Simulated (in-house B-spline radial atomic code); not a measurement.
Ionisation energies along the 34-electron series, configuration 1s2 2s2 2p6 3s2 3p6 3d10 4s2 4p1/2(2) 4p3/2(2), as differences of self-consistent energies. Dirac energy differences include first-order Breit, QED and recoil terms. NIST's values go from ground level to ground level; the uncertainty of those that are theory runs from under 0.1 % in few-electron ions to several per cent in heavy many-electron ones. Computed with an all-electron radial atomic-structure program (B-spline basis): Dirac-Hartree-Fock, jj configuration that fills j = l - 1/2 first, finite nuclei.

A number in brackets counts the electrons of a j subshell.

```
  ion              configuration after  ionisation energy (eV)  IE/(q+1)² (eV)  -ε less Coulomb ΔSCF (eV)  Breit and QED recoil part (eV)  tabulated value (eV)    tabulated kind  computed minus tabulated (eV)
Ba22+  [Ar] 3d10 4s2 4p1/2(2) 4p3/2(1)                   716.3           1.354                    0.48642                        -0.42407                   717  tabulated theory                           -0.7
La23+  [Ar] 3d10 4s2 4p1/2(2) 4p3/2(1)                   769.0          1.3351                    0.48764                        -0.46711                   770  tabulated theory                           -1.0
Ce24+  [Ar] 3d10 4s2 4p1/2(2) 4p3/2(1)                   823.6          1.3177                    0.48892                        -0.51281                   824  tabulated theory                           -0.4
Pr25+  [Ar] 3d10 4s2 4p1/2(2) 4p3/2(1)                   879.9          1.3016                    0.49025                        -0.56125                   880  tabulated theory                           -0.1
Nd26+  [Ar] 3d10 4s2 4p1/2(2) 4p3/2(1)                       ?               ?                          ?                               ?                     ?  tabulated theory                              ?
Pm27+  [Ar] 3d10 4s2 4p1/2(2) 4p3/2(1)                       ?               ?                          ?                               ?                     ?  tabulated theory                              ?
Sm28+  [Ar] 3d10 4s2 4p1/2(2) 4p3/2(1)                       ?               ?                          ?                               ?                     ?  tabulated theory                              ?
Eu29+  [Ar] 3d10 4s2 4p1/2(2) 4p3/2(1)                  1122.9          1.2477                    0.49593                         -0.7839                  1124  tabulated theory                           -1.1
Gd30+  [Ar] 3d10 4s2 4p1/2(2) 4p3/2(1)                  1188.1          1.2363                    0.49742                        -0.84717                  1189  tabulated theory                           -0.9
Tb31+  [Ar] 3d10 4s2 4p1/2(2) 4p3/2(1)                  1255.1          1.2257                    0.49893                         -0.9137                  1256  tabulated theory                           -0.9
Dy32+  [Ar] 3d10 4s2 4p1/2(2) 4p3/2(1)                  1323.9          1.2157                    0.50045                        -0.98348                  1325  tabulated theory                           -1.1
Ho33+  [Ar] 3d10 4s2 4p1/2(2) 4p3/2(1)                  1394.5          1.2063                      0.502                         -1.0567                  1395  tabulated theory                           -0.5
Er34+  [Ar] 3d10 4s2 4p1/2(2) 4p3/2(1)                  1466.8          1.1974                    0.50355                         -1.1333                  1468  tabulated theory                           -1.2
Tm35+  [Ar] 3d10 4s2 4p1/2(2) 4p3/2(1)                  1541.0           1.189                    0.50512                         -1.2134                  1542  tabulated theory                           -1.0
```

Task: Fill in the row of Nd26+.

Result: ionisation energy (eV): 938.0; IE/(q+1)² (eV): 1.2867; -ε less Coulomb ΔSCF (eV): 0.49162; Breit and QED recoil part (eV): -0.61251; tabulated value (eV): 939; computed minus tabulated (eV): -1.0.

Task: Fill in the row of Pm27+.

Result: ionisation energy (eV): 997.9; IE/(q+1)² (eV): 1.2728; -ε less Coulomb ΔSCF (eV): 0.49303; Breit and QED recoil part (eV): -0.66665; tabulated value (eV): 998; computed minus tabulated (eV): -0.1.

Task: Fill in the row of Sm28+.

Result: ionisation energy (eV): 1059.5; IE/(q+1)² (eV): 1.2598; -ε less Coulomb ΔSCF (eV): 0.49447; Breit and QED recoil part (eV): -0.72372; tabulated value (eV): 1060; computed minus tabulated (eV): -0.5.
